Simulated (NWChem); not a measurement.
System: CAuClO; SMILES [O+]#[C-]->[Au][Cl]

NWChem input:

```
start job
memory heap 200 mb stack 900 mb global 1100 mb
geometry units angstroms noautoz
  Au    -0.000574     0.007912     0.000000
  Cl     0.005383    -2.244721     0.000000
  O      0.008928     3.039826     0.000000
  C      0.001983     1.908179     0.000000
end
basis spherical
  Au library def2-svp
  Cl library def2-svp
  O library def2-svp
  C library def2-svp
end
ecp
  Au library def2-ecp
end
dft
  xc m06-2x
  grid xfine
  iterations 150
  mulliken
end
task dft gradient
```

Excerpt of the output:

```
             Northwest Computational Chemistry Package (NWChem) 7.3.0
             --------------------------------------------------------

 CS  symmetry detected

                             Geometry "geometry" -> ""
                             -------------------------

 Output coordinates in angstroms (scale by  1.889725989 to convert to a.u.)

  No.       Tag          Charge          X              Y              Z
 ---- ---------------- ---------- -------------- -------------- --------------
    1 Au                  79.0000    -0.00175514     0.02398014     0.00000000
    2 Cl                  17.0000     0.00457632    -2.22865184     0.00000000
    3 O                    8.0000     0.00724286     3.05589567     0.00000000
    4 C                    6.0000     0.00048597     1.92424753     0.00000000

 Effective nuclear repulsion energy (a.u.)     606.8538536139

      Symmetry information
      --------------------

 Group name             Cs
 Group number              2
 Group order               2
 No. of unique centers     4

                                 NWChem DFT Module
                                 -----------------

 Summary of "ao basis" -> "ao basis" (spherical)
 ------------------------------------------------------------------------------
       Tag                 Description            Shells   Functions and Types
 ---------------- ------------------------------  ------  ---------------------
 Au                         def2-svp                12       32   6s3p2d1f
 Cl                         def2-svp                 8       18   4s3p1d
 O                          def2-svp                 6       14   3s2p1d
 C                          def2-svp                 6       14   3s2p1d

      Symmetry analysis of basis
      --------------------------

        a'         55
        a"         23

            General Information
            -------------------
          SCF calculation type: DFT
          Wavefunction type:  closed shell.
          No. of atoms     :     4
          No. of electrons :    50
           Alpha electrons :    25
            Beta electrons :    25
          Charge           :     0
          Spin multiplicity:     1
          Use of symmetry is: on ; symmetry adaption is: on
          Maximum number of iterations: 150
          AO basis - number of functions:    78
                     number of shells:    32
          Convergence on energy requested:  1.00D-06
          Convergence on density requested:  1.00D-05
          Convergence on gradient requested:  5.00D-04

              XC Information
              --------------
                       M06-2X Method XC Functional
                     Hartree-Fock (Exact) Exchange  0.540
                        M06-2X Exchange Functional  1.000
                      M06-2X Correlation Potential  1.000

             Grid Information
             ----------------
          Grid used for XC integration:  xfine
          Radial quadrature: Mura-Knowles
          Angular quadrature: Lebedev.
          Tag              B.-S. Rad. Rad. Pts. Rad. Cut. Ang. Pts.
          ---              ---------- --------- --------- ---------
          Au                  1.35      205           8.0      1454
          Cl                  1.00      125          11.0      1454
          O                   0.60      100          13.0      1454
          C                   0.70      100          11.0      1454
          Grid pruning is: on
          Number of quadrature shells:   530
          Spatial weights used:  Erf1

      Superposition of Atomic Density Guess
      -------------------------------------

 Sum of atomic energies:        -724.08357624

      Non-variational initial energy
      ------------------------------

 Total energy =    -707.236582
 1-e energy   =   -1390.395851
 2-e energy   =     499.945575
 HOMO         =      -0.407598
 LUMO         =      -0.005518

      Symmetry analysis of molecular orbitals - initial
      -------------------------------------------------

  Numbering of irreducible representations:

     1 a'          2 a"

  Orbital symmetries:

     1 a'          2 a'          3 a'          4 a'          5 a'
     6 a'          7 a"          8 a'          9 a'         10 a'
    11 a"         12 a'         13 a'         14 a'         15 a'
    16 a'         17 a"         18 a'         19 a"         20 a'
    21 a"         22 a'         23 a'         24 a"         25 a'
    26 a'         27 a"         28 a'         29 a"         30 a'
    31 a'         32 a'         33 a'         34 a"         35 a'

     ---------------------------------------------
      Total Density - Mulliken Population Analysis
     ---------------------------------------------

    Atom       Charge   Shell Charges
 -----------   ------   -------------------------------------------------------
    1 Au  19    18.89   0.07 -0.47  1.81  0.62  0.75  0.30  5.59  0.47  0.07  8.59  1.09  0.01
    2 Cl  17    17.56   2.00  1.99  1.23  0.72  5.94  2.19  3.47  0.01
    3 O    8     8.35   1.99  1.13  0.64  2.90  1.67  0.02
    4 C    6     5.20   1.99  0.98  0.42  1.26  0.48  0.07

   convergence    iter        energy       DeltaE   RMS-Dens  Diis-err
 ---------------- ----- ----------------- --------- --------- ---------
 d= 0,ls=0.0,diis     1   -708.7853847794 -8.92D+02  2.01D-02  9.10D-01
 d= 0,ls=0.0,diis     2   -708.6724258616  1.13D-01  1.08D-02  2.35D+00
 d= 0,ls=0.0,diis     3   -708.9154769980 -2.43D-01  1.44D-03  1.03D-02
 d= 0,ls=0.0,diis     4   -708.9163409389 -8.64D-04  6.10D-04  4.60D-03
 d= 0,ls=0.0,diis     5   -708.9161004721  2.40D-04  4.10D-04  8.22D-04
  Resetting Diis
 d= 0,ls=0.0,diis     6   -708.9162115116 -1.11D-04  2.81D-04  3.95D-05
 d= 0,ls=0.0,diis     7   -708.9162229408 -1.14D-05  1.16D-04  7.18D-06
 d= 0,ls=0.0,diis     8   -708.9162241302 -1.19D-06  2.83D-05  4.50D-06
 d= 0,ls=0.0,diis     9   -708.9162246962 -5.66D-07  1.56D-05  3.05D-07
 d= 0,ls=0.0,diis    10   -708.9162247396 -4.34D-08  4.71D-06  1.63D-07

         Total DFT energy =     -708.916224739606
      One electron energy =    -1391.845834259431
           Coulomb energy =      554.556316751019
    Exchange-Corr. energy =      -54.840401736549
 Nuclear repulsion energy =      183.213694505355

 Numeric. integr. density =       50.000000024306

                  Occupations of the irreducible representations
                  ----------------------------------------------

                     irrep           alpha         beta
                     --------     --------     --------
                     a'               19.0         19.0
                     a"                6.0          6.0

                       DFT Final Molecular Orbital Analysis
                       ------------------------------------

 Vector   23  Occ=2.000000D+00  E=-3.689578D-01  Symmetry=a'
              MO Center=  1.2D-03, -9.8D-01,  1.4D-16, r^2= 2.7D+00
   Bfn.  Coefficient  Atom+Function         Bfn.  Coefficient  Atom+Function
  ----- ------------  ---------------      ----- ------------  ---------------
     5      0.506426  1 Au s                 44      0.410307  2 Cl py
    20      0.389886  1 Au d  2               3     -0.383417  1 Au s
    41      0.296494  2 Cl py                 2      0.243126  1 Au s
    18      0.225107  1 Au d  0               6      0.175502  1 Au s
    38      0.173742  2 Cl py                 4     -0.095653  1 Au s

 Vector   24  Occ=2.000000D+00  E=-3.357608D-01  Symmetry=a"
              MO Center=  3.8D-03, -1.9D+00,  5.9D-15, r^2= 2.1D+00
   Bfn.  Coefficient  Atom+Function         Bfn.  Coefficient  Atom+Function
  ----- ------------  ---------------      ----- ------------  ---------------
    45      0.623408  2 Cl pz                42      0.445444  2 Cl pz
    17      0.270648  1 Au d -1              39      0.257836  2 Cl pz
    15      0.108411  1 Au pz                56     -0.076783  3 O  pz
    59     -0.069982  3 O  pz                 9     -0.067032  1 Au pz
    70      0.051241  4 C  pz                73      0.039391  4 C  pz

 Vector   25  Occ=2.000000D+00  E=-3.357606D-01  Symmetry=a'
              MO Center=  3.3D-03, -1.9D+00, -2.5D-15, r^2= 2.1D+00
   Bfn.  Coefficient  Atom+Function         Bfn.  Coefficient  Atom+Function
  ----- ------------  ---------------      ----- ------------  ---------------
    43      0.623402  2 Cl px                40      0.445440  2 Cl px
    16      0.270646  1 Au d -2              37      0.257834  2 Cl px
    13      0.108411  1 Au px                54     -0.076784  3 O  px
    57     -0.069982  3 O  px                 7     -0.067032  1 Au px
    68      0.051243  4 C  px                71      0.039393  4 C  px

 Vector   26  Occ=0.000000D+00  E=-5.064530D-02  Symmetry=a'
              MO Center=  2.7D-04,  1.5D+00,  5.5D-16, r^2= 3.5D+00
   Bfn.  Coefficient  Atom+Function         Bfn.  Coefficient  Atom+Function
  ----- ------------  ---------------      ----- ------------  ---------------
    71      0.469277  4 C  px                68      0.454010  4 C  px
    57     -0.383043  3 O  px                13      0.376310  1 Au px
    54     -0.349731  3 O  px                16     -0.293574  1 Au d -2
    43     -0.166324  2 Cl px                 7     -0.142010  1 Au px
    40     -0.089593  2 Cl px                21     -0.051622  1 Au d -2

 Vector   27  Occ=0.000000D+00  E=-5.064525D-02  Symmetry=a"
              MO Center=  8.5D-04,  1.5D+00,  2.8D-16, r^2= 3.5D+00
   Bfn.  Coefficient  Atom+Function         Bfn.  Coefficient  Atom+Function
  ----- ------------  ---------------      ----- ------------  ---------------
    73      0.469281  4 C  pz                70      0.454013  4 C  pz
    59     -0.383047  3 O  pz                15      0.376324  1 Au pz
    56     -0.349735  3 O  pz                17     -0.293572  1 Au d -1
    45     -0.166331  2 Cl pz                 9     -0.142014  1 Au pz
    42     -0.089597  2 Cl pz                22     -0.051618  1 Au d -1

 Vector   28  Occ=0.000000D+00  E= 4.488867D-02  Symmetry=a'
              MO Center= -6.4D-02, -3.3D-01,  1.1D-14, r^2= 5.2D+00
   Bfn.  Coefficient  Atom+Function         Bfn.  Coefficient  Atom+Function
  ----- ------------  ---------------      ----- ------------  ---------------
     6      1.414375  1 Au s                 67     -1.003821  4 C  s
    44     -0.497935  2 Cl py                36     -0.494496  2 Cl s
    20     -0.377118  1 Au d  2               3     -0.265919  1 Au s
    53      0.239153  3 O  s                 66     -0.222307  4 C  s
    18     -0.217722  1 Au d  0              25     -0.210991  1 Au d  2

     ---------------------------------------------
      Total Density - Mulliken Population Analysis
     ---------------------------------------------

    Atom       Charge   Shell Charges
 -----------   ------   -------------------------------------------------------
    1 Au  19    18.76   0.07 -0.48  1.87  0.56  0.71  0.22  5.60  0.48  0.16  8.31  1.25  0.01
    2 Cl  17    17.32   2.00  1.99  1.22  0.73  5.94  2.11  3.31  0.02
    3 O    8     8.01   1.99  1.13  0.63  2.80  1.44  0.03
    4 C    6     5.91   1.99  1.05  0.45  1.75  0.58  0.09

     -------------------------------------------
      Total Density - Lowdin Population Analysis
     -------------------------------------------

    Atom       Charge   Shell Charges
 -----------   ------   -------------------------------------------------------
    1 Au  19    19.17   0.00  0.02  1.03  0.90  0.57  0.40  4.93  1.20  0.40  7.92  1.78  0.03
    2 Cl  17    17.10   2.00  1.96  1.02  0.79  5.83  2.25  3.24  0.02
    3 O    8     7.89   1.98  0.92  0.62  2.63  1.71  0.04
    4 C    6     5.84   1.97  0.73  0.46  1.60  0.89  0.19

     Multipole analysis of the density
     ---------------------------------

     L   x y z        total         alpha         beta         nuclear
     -   - - -        -----         -----         ----         -------
     0   0 0 0      0.000000    -25.000000    -25.000000     50.000000

     1   1 0 0     -0.003759     -0.101382     -0.101382      0.199004
     1   0 1 0      1.816312      2.267632      2.267632     -2.718953
     1   0 0 1     -0.000000     -0.000000     -0.000000      0.000000

     2   2 0 0    -34.079657    -17.041321    -17.041321      0.002984
     2   1 1 0      0.003791     -0.013273     -0.013273      0.030336
     2   1 0 1      0.000000      0.000000      0.000000      0.000000
     2   0 2 0    -37.808037   -342.750267   -342.750267    647.692497
     2   0 1 1     -0.000000     -0.000000     -0.000000      0.000000
     2   0 0 2    -34.079610    -17.039805    -17.039805      0.000000

            General Information
            -------------------
          SCF calculation type: DFT
          Wavefunction type:  closed shell.
          No. of atoms     :     4
          No. of electrons :    50
           Alpha electrons :    25
            Beta electrons :    25
          Charge           :     0
          Spin multiplicity:     1
          Use of symmetry is: on ; symmetry adaption is: on
          Maximum number of iterations: 150
          AO basis - number of functions:    78
                     number of shells:    32
          Convergence on energy requested:  1.00D-06
          Convergence on density requested:  1.00D-05
          Convergence on gradient requested:  5.00D-04

              XC Information
              --------------
                       M06-2X Method XC Functional
                     Hartree-Fock (Exact) Exchange  0.540
                        M06-2X Exchange Functional  1.000
                      M06-2X Correlation Potential  1.000

             Grid Information
             ----------------
          Grid used for XC integration:  xfine
          Radial quadrature: Mura-Knowles
          Angular quadrature: Lebedev.
          Tag              B.-S. Rad. Rad. Pts. Rad. Cut. Ang. Pts.
          ---              ---------- --------- --------- ---------
          Au                  1.35      205           8.0      1454
          Cl                  1.00      125          11.0      1454
          O                   0.60      100          13.0      1454
          C                   0.70      100          11.0      1454
          Grid pruning is: on
          Number of quadrature shells:   530
          Spatial weights used:  Erf1

          Convergence Information
          -----------------------
          Convergence aids based upon iterative change in
          total energy or number of iterations.
          Levelshifting, if invoked, occurs when the
          HOMO/LUMO gap drops below (HL_TOL):  1.00D-02
          DIIS, if invoked, will attempt to extrapolate
          using up to (NFOCK): 10 stored Fock matrices.

                    Damping( 0%)  Levelshifting(0.5)       DIIS
                  --------------- ------------------- ---------------
          dE  on:    start            ASAP                start
          dE off:    2 iters        150 iters           150 iters

                            NWChem DFT Gradient Module
                            --------------------------

  charge          =   0.00
  wavefunction    = closed shell

  Using symmetry

                         DFT ENERGY GRADIENTS

    atom               coordinates                        gradient
                 x          y          z           x          y          z
   1 Au     -0.003317   0.045316   0.000000   -0.000048  -0.002884   0.000000
   2 Cl      0.008648  -4.211541   0.000000    0.000033   0.010339   0.000000
   3 O       0.013687   5.774805   0.000000    0.000189   0.017480   0.000000
   4 C       0.000918   3.636301   0.000000   -0.000174  -0.024935   0.000000
```

Level: M06-2X/def2-SVP with def2 effective core potentials on Au. The geometry was optimised at PBE0/def2-SVP. def2 effective core potentials on Au; no spin-orbit coupling.
